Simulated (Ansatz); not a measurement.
C2H6BFN, SMILES `CN(C)[B]F` radical. Total charge 0; spin multiplicity 2.

```tsv
atom	x (Å)	y (Å)	z (Å)
C1	0.264	-0.593	-1.005
N2	0.127	0.339	0.096
C3	-0.735	-0.107	1.163
B4	0.770	1.565	0.130
F5	1.567	1.993	-0.843
H6	-0.709	-0.795	-1.464
H7	0.678	-1.545	-0.656
H8	0.929	-0.180	-1.762
H9	-1.751	-0.289	0.795
H10	-0.778	0.653	1.943
H11	-0.363	-1.040	1.603
```

Q: List the harmonic frequencies (cm⁻¹, unscaled) at PBE0-D4/def2-TZVP in Ansatz. (An estimate is asked.)

A: Computed: 172, 204, 236, 262, 355, 373, 540, 871, 1077, 1104, 1114, 1175, 1250, 1271, 1436, 1453, 1475, 1484, 1487, 1495, 1577, 3020, 3026, 3071, 3079, 3146, 3157.

Q: Is this a minimum?

A: Yes, all 27 modes are real.

Q: Give the ideal-gas thermochemistry at 298.15 K and 1 bar (rigid rotor, harmonic oscillator; point group Cs, symmetry number 1).

A: Zero-point energy 232.7 kJ/mol; H(298) − E = 251.2 kJ/mol; entropy 322.7 J/(mol·K), of which translation 162.5, rotation 107.1, vibration 47.3, electronic 5.8; G(298) − E = 154.9 kJ/mol.
